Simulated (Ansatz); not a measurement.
The cluster Ga₂As₃ (the lowest doublet isomer of a short search). Total charge 0; doublet. Geometry r2SCAN-D4/def2-SVP, basis def2-TZVP, Ansatz.

```csv
atom,x (Å),y (Å),z (Å)
Ga1,0.6603,0.0495,1.6112
Ga2,-0.6665,1.7583,0.3909
As3,0.7074,0.4316,-1.3676
As4,0.7165,-1.6635,-0.1703
As5,-1.4176,-0.5759,-0.4642
```

```
run  HOMO (eV)  LUMO (eV)
  A      -8.02      -1.66
  B      -7.56      -0.48
  C      -5.16      -3.96
  D      -5.69      -3.44
  E      -4.79      -4.09
```

LC-ωPBE has ω = 0.4 bohr⁻¹. The structure comes from a short search, and lower isomers may exist.

HOMO and LUMO are taken over both spins.

The runs used HF, LC-ωPBE, PBE, PBE0, r2SCAN. Estimate which is which.

A LC-ωPBE (range-separated); B HF (100 % exact exchange); C r2SCAN (0 % exact exchange); D PBE0 (25 % exact exchange); E PBE (0 % exact exchange). Exact exchange lowers occupied and raises empty levels; among semilocal functionals meta-GGAs tend to open the gap a little, and such runs are hard to tell apart. The gap grows from 0.70 eV (PBE) to 7.09 eV (HF).
